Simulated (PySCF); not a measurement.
# The 21-electron isoelectronic series, spin-free X2C

All values are computed (PySCF 2.14, energy differences of UHF-based or UKS calculations, no spin-orbit coupling). Each ion has its own even-tempered basis scaled to its charge (19s12p8d4f3g for the first); frozen: [Ne]. Ionisation energies in eV, correlation energies of the ion in mhartree.

```csv
ion,configuration,UHF,LDA,PBE,PBE0,r2SCAN,MP2 (outer shells),E_corr MP2,"NIST (with spin-orbit, Breit and QED)"
Pd²⁵⁺,[Ar] 3d3 (4F),1290.0,1290.4,1290.2,1290.6,1291.5,1290.4,-440.4,1290 ± 4 (t)
Ag²⁶⁺,[Ar] 3d3 (4F),1381.8,1382.2,1382.0,1382.4,1383.3,1382.1,-443.2,1382 ± 4 (t)
Cd²⁷⁺,[Ar] 3d3 (4F),1476.7,1477.0,1476.8,1477.2,1478.1,1477.0,-445.3,1477 ± 4 (t)
In²⁸⁺,[Ar] 3d3 (4F),1574.6,1574.8,1574.7,1575.1,1576.0,1574.9,-447.4,1575 ± 4 (t)
Sn²⁹⁺,[Ar] 3d3 (4F),1675.6,1675.8,1675.6,1676.1,1677.0,1675.9,-449.6,1676 ± 4 (t)
Sb³⁰⁺,[Ar] 3d3 (4F),1779.7,1779.8,1779.6,1780.1,1781.1,1779.9,-451.8,1781 ± 4 (t)
Te³¹⁺,[Ar] 3d3 (4F),1886.8,1886.8,1886.7,1887.2,1888.2,1887.0,-452.7,1889 ± 4 (t)
I³²⁺,[Ar] 3d3 (4F),1997.0,1996.9,1996.9,1997.3,1998.4,1997.2,-455.0,1999 ± 4 (t)
Cs³⁴⁺,[Ar] 3d3 (4F),2226.6,2226.4,2226.4,2226.9,2228.0,2226.8,-458.4,2230 ± 5 (t)
```

Interpolate the row of Xe³³⁺.

configuration [Ar] 3d3 (4F); UHF 2110.3; LDA 2110.2; PBE 2110.1; PBE0 2110.6; r2SCAN 2111.6; MP2 (outer shells) 2110.5; E_corr MP2 -457.3; NIST (with spin-orbit, Breit and QED) 2113 ± 5 (t).

Each ion has its own basis, which adds noise of up to about 0.1 % along the series.

NIST values marked (s) are semi-empirical, (t) theoretical. Open shells are high-spin determinants of the terms that Hund's rules give.

Spin-orbit coupling of the open shells is absent from the calculated values and included in NIST's; it grows fast with Z.
